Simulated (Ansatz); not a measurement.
Consider the ligand exchange at a B–S bond: `BSC` + `CN[SiH2][SiH3]` → `BN(C)[SiH2][SiH3]` + CH₃SH.

Gas-phase electronic energies from Ansatz, PBE0-D4/def2-TZVP geometries. CBS: MP2 limit from def2 TZ/QZ plus the TZ coupled-cluster correction, frozen cores. This one scheme is used for every species. DFT in def2-TZVPP. B3LYP here is the variant with VWN-RPA as its local correlation; programs differ in this. One conformer a species, not always the lowest.

(1) Is it downhill or uphill in electronic energy at CCSD(T)/CBS, and by how much? (Estimate.)

(2) What do these levels give: PBE-D4, PBE0-D4, B3LYP-D4, ωB97X-V, B2PLYP, CCSD/def2-SVP? (Estimate.)

Largest T1 diagnostic among the species: 0.014.

Results:

(1) The calculation gave: Downhill: ΔE = -0.48 eV.

(2) The calculation gave: PBE-D4 -0.37, PBE0-D4 -0.40, B3LYP-D4 -0.45, ωB97X-V -0.46, B2PLYP -0.44, CCSD/def2-SVP -0.56 eV.

At CCSD(T), def2-SVP lies −0.08 eV from the extrapolated value and def2-TZVPP −0.02 eV. Leaving LDA and LC-ωPBE aside and taking each functional with its dispersion term where it has one, the values, not all of them listed here, spread over 0.12 eV, from CAM-B3LYP-D4 to PBE-D4. LDA lies −0.11 eV from PBE without D4. From BLYP to BHLYP (50 % exact exchange), in def2-TZVPP and without D4, ΔE moves by −0.08 eV.
